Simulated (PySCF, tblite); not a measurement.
C₃H₁₀F₂OSi₂.
Numbering: `[CH3:1][CH:2]([CH3:3])[O:4][SiH2:5][SiH:6]([F:7])[F:8]` (hydrogens: H9, H10, H11 on C1; H12 on C2; H13, H14, H15 on C3; H16, H17 on Si5; H18 on Si6)

Cartesian coordinates in Å at the GFN2-xTB level; atoms count from 1:
```
atom  x, y, z in Å
C1    -1.8413    0.5867   -1.0570
C2    -1.2067   -0.4372   -0.1233
C3    -1.9550   -0.5295    1.2020
O4     0.1238   -0.0754    0.1519
Si5    1.4653   -0.3409   -0.7047
Si6    3.0351    0.6008    0.6442
F7     4.2463    1.0583   -0.3087
F8     3.7977   -0.5054    1.5261
H9    -1.8199    1.5693   -0.5918
H10   -1.2867    0.6309   -1.9906
H11   -2.8720    0.3163   -1.2681
H12   -1.2083   -1.4206   -0.6132
H13   -1.9693    0.4440    1.6856
H14   -1.4564   -1.2355    1.8611
H15   -2.9760   -0.8603    1.0345
H16    1.6329   -1.7810   -0.9819
H17    1.4063    0.2736   -2.0448
H18    2.8752    1.7121    1.5669
```

Level of theory: PBE0/pcSseg-1 in PySCF (dipole) on a GFN2-xTB geometry, gas phase.

Take the most abundant isotopes and a rigid rotor. The values belong to one conformer with, in the numbering `[CH3:1][CH:2]([CH3:3])[O:4][SiH2:5][SiH:6]([F:7])[F:8]`, C1–C2–O4–Si5 -83°, C2–O4–Si5–Si6 -179°, O4–Si5–Si6–F7 -153°.

Problem. What are A, B and C (GHz)?

Solution. Ia = 166.88, Ib = 849.94, Ic = 931.12 u·Å²; 505379 MHz·u·Å²/I gives 3028, 594.6 and 542.8 MHz, that is A = 3.0283, B = 0.5946, C = 0.5428 GHz.

Problem. What kind of rotor is it?

Solution. A near-prolate asymmetric top; Ray's κ = -0.958.

Problem. Is it planar, by Δ = Ic − Ia − Ib?

Solution. Not planar: Δ = Ic − Ia − Ib = -85.70 u·Å². For a rigid frame Δ = −2 Σ m c², so Σ m c² = 42.85 u·Å² lies off the ab plane: 14.50 from hydrogen and 28.35 from heavier atoms. The atom farthest from that plane is 2.16 Å away.

Problem. Predict some low-J microwave lines.

Solution. The dipole components are |μa| = 3.82 D, |μb| = 0.42 D, |μc| = 0.21 D. The squared components, which scale the intensities, stand as 1.00 : 0.01 : 0.00 (a : b : c). Some lines, for components of 0.1 D or more:

| type | branch | J(Ka,Kc) | MHz | lower level (cm⁻¹) |
| --- | --- | --- | --- | --- |
| a | Q | 3(1,2) ← 3(1,3) | 311 | 0.304 |
| a | R | 2(1,2) ← 1(1,1) | 2223 | 0.119 |
| c | Q | 3(1,3) ← 3(0,3) | 2308 | 0.227 |
| a | R | 2(1,1) ← 1(1,0) | 2327 | 0.121 |
| c | Q | 2(1,2) ← 2(0,2) | 2383 | 0.114 |
| b | Q | 1(1,0) ← 1(0,1) | 2486 | 0.038 |
| b | Q | 2(1,1) ← 2(0,2) | 2538 | 0.114 |
| a | R | 3(2,2) ← 2(2,1) | 3412 | 0.442 |
| a | R | 3(2,1) ← 2(2,0) | 3415 | 0.442 |
| b | R | 1(1,1) ← 0(0,0) | 3571 | 0.000 |
| b | R | 3(1,3) ← 2(0,2) | 5717 | 0.114 |
| c | R | 3(1,2) ← 2(0,2) | 6028 | 0.114 |
| b | Q | 3(2,1) ← 3(1,2) | 7228 | 0.315 |
| b | Q | 2(2,1) ← 2(1,2) | 7457 | 0.193 |
| b | Q | 3(2,2) ← 3(1,3) | 7535 | 0.304 |
| b | R | 2(2,1) ← 1(1,0) | 9628 | 0.121 |
| c | R | 2(2,1) ← 1(1,1) | 9680 | 0.119 |
| b | R | 2(2,0) ← 1(1,1) | 9680 | 0.119 |
| b | R | 3(2,2) ← 2(1,1) | 10713 | 0.198 |
| c | R | 3(2,2) ← 2(1,2) | 10869 | 0.193 |
| b | R | 3(2,1) ← 2(1,2) | 10873 | 0.193 |
| c | Q | 3(3,1) ← 3(2,1) | 12295 | 0.556 |
| b | Q | 3(3,0) ← 3(2,1) | 12295 | 0.556 |
| b | Q | 3(3,1) ← 3(2,2) | 12299 | 0.556 |
| b | R | 3(3,1) ← 2(2,0) | 15710 | 0.442 |
| c | R | 3(3,0) ← 2(2,0) | 15710 | 0.442 |
| b | R | 3(3,0) ← 2(2,1) | 15711 | 0.442 |

Problem. Estimate the classical rotational partition function at 25 K, 298.15 K and 500 K.

Solution. Point group C1, symmetry number σ = 1; q = (√π/σ)·√((kT/h)³/(ABC)), k/h = 20836.6 MHz/K: 21300 at 25 K, 878000 at 298.15 K, 1910000 at 500 K.

Its lowest GFN2-xTB frequency is 14 cm⁻¹, too small to tell a flat minimum from a shallow saddle. No vibrational averaging or centrifugal distortion is included, and the geometry carries the error of its method. A rigid rotor knows nothing of internal rotation, which can split or shift real lines.

Hardware: an Arm Neoverse N1 with one thread, shared host with 64 logical CPUs at a one-minute load of 61. Cost: 75 s of wall time (with the writing of density and orbital grids), 1.0 GiB resident at most. This is the PBE0/pcSseg-1 job that gave the dipole, with the shieldings it also computed.
